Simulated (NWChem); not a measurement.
C3H3F3; SMILES CC(F)=C(F)F

Results from NWChem. Medium grid unless said otherwise, to which SCAN and Minnesota functionals are sensitive. Coordinates come from a B3LYP/6-31G* (spherical d) optimisation. Total energies of different functionals are on different scales.

```csv
level,energy (Ha),highest occupied level (eV),orbital gap (eV),dipole (D)
PBE/def2-SVP,-414.8690,-5.60,5.51,1.67
B3LYP/def2-SVP,-415.2933,-6.83,7.42,1.85
PBE0/def2-SVP,-414.8751,-7.10,7.93,1.91
r2SCAN/def2-SVP,-415.0969,-5.97,6.01,1.85
BLYP/def2-SVP,-415.2182,-5.45,5.48,1.64
M06-2X/def2-SVP,-415.1382,-8.46,10.23,2.03
```
